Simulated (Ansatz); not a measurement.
Basis-set extrapolation for `O[SiH2]N1BCB1` (PBE0-D4/def2-TZVP geometry, frozen core, Ansatz 0.2.0). Multiplicity 1, RHF reference.

```
                      def2-TZVPP   def2-QZVPP
                 HF  -509.780879  -509.800930
    MP2 correlation    -0.926087    -0.992613
CCSD(T) correlation    -1.009424      not run
```

Energies in hartree. Use E(X) = E(∞) + A·exp(−7.88·√X) for Hartree–Fock and E(X) = E(∞) + B·X^(−2.97) for correlation, with X = 3 and 4, and add CCSD(T) minus MP2 of the smaller set to the MP2 limit.

What is the CCSD(T) energy at the basis-set limit?

HF limit: -509.800930 + (-0.020051) × 0.13774 = -509.80369. MP2 limit: -0.992613 + (-0.066526) × 0.74074 = -1.04189. Higher-order term: -1.009424 − (-0.926087) = -0.08334. Total: -510.92892 hartree, 363.9 kJ/mol below CCSD(T)/def2-TZVPP.
